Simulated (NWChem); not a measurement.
System: C3H8BN; SMILES B1(CCC1)N

```xyz
13

N      0.0057     1.9960     0.0000
B     -0.0054     0.5987     0.0000
C     -0.0081    -0.5069     1.1546
C      0.0132    -1.5657     0.0000
C     -0.0081    -0.5069    -1.1546
H      0.0105     2.5541    -0.8547
H      0.0105     2.5541     0.8547
H      0.8738    -0.5308     1.8292
H     -0.9116    -0.5442     1.7996
H      0.9225    -2.2012     0.0000
H     -0.8634    -2.2456     0.0000
H     -0.9116    -0.5442    -1.7996
H      0.8738    -0.5308    -1.8292
```
Atoms are numbered in this order, from 1.

All runs: NWChem. All runs use the structure optimised with PBE-D3(BJ)/def2-SVP. Not confirmed as a minimum by frequencies.

Estimate the computed values for PW6B95/def2-SVP. Quantities: highest occupied level (eV); orbital gap (eV); dipole (D).


```json
{
 "highest occupied level (eV)": "-7.66",
 "orbital gap (eV)": "8.56",
 "dipole (D)": "1.94"
}
```
